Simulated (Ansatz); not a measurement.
Conformers of `C[SiH2][SiH2]O`, each relaxed with PBE0-D4/def2-TZVP in Ansatz. CBS adds the triple-zeta coupled-cluster correction to the MP2 limit.

Not all of them had a frequency check.

Conformer A:

Z-matrix (Å, degrees):
```
C
Si 1 1.878
H 1 1.092 2 110.9
H 1 1.092 2 110.7 3 -120.1
H 1 1.092 2 110.8 3 120.0
Si 2 2.348 1 111.4 3 -58.8
H 2 1.491 1 110.3 3 179.0
H 2 1.494 1 109.9 3 61.3
O 6 1.656 2 112.9 1 176.6
H 6 1.495 2 108.5 1 53.0
H 6 1.486 2 111.2 1 -65.2
H 9 0.958 6 117.2 2 -53.0
```

Conformer B:

Cartesian coordinates in Å:
```
C 1.606 1.025 0.050
Si 0.289 0.050 0.966
Si -1.556 -0.435 -0.401
O -1.134 -1.361 -1.710
H 1.213 1.989 -0.278
H 1.942 0.480 -0.835
H 2.473 1.208 0.689
H -0.183 0.806 2.162
H 0.863 -1.238 1.458
H -2.618 -1.104 0.408
H -2.129 0.809 -0.980
H -0.767 -2.228 -1.529
```

(1) Which is lowest in electronic energy at CCSD(T)/CBS (frozen core, def2 sets), and by how much? (Estimate.)

(2) Give the energies relative to B (kJ/mol) with r2SCAN-D4/def2-TZVPP, PBE0/def2-TZVPP, HF/def2-TZVPP, CCSD/def2-TZVPP, HF/def2-QZVPP, MP2/def2-QZVPP, HF/CBS(def2). (Best estimate.)

Results:

(1) The calculation gave: B; A lies 0.6 kJ/mol higher. Gaps under about 2 kJ/mol don't settle the order.

(2) Ansatz gave: 
```
               level    A
r2SCAN-D4/def2-TZVPP  0.7
     PBE0/def2-TZVPP  0.5
       HF/def2-TZVPP  0.4
     CCSD/def2-TZVPP  0.6
       HF/def2-QZVPP  0.4
      MP2/def2-QZVPP  0.6
        HF/CBS(def2)  0.4
```
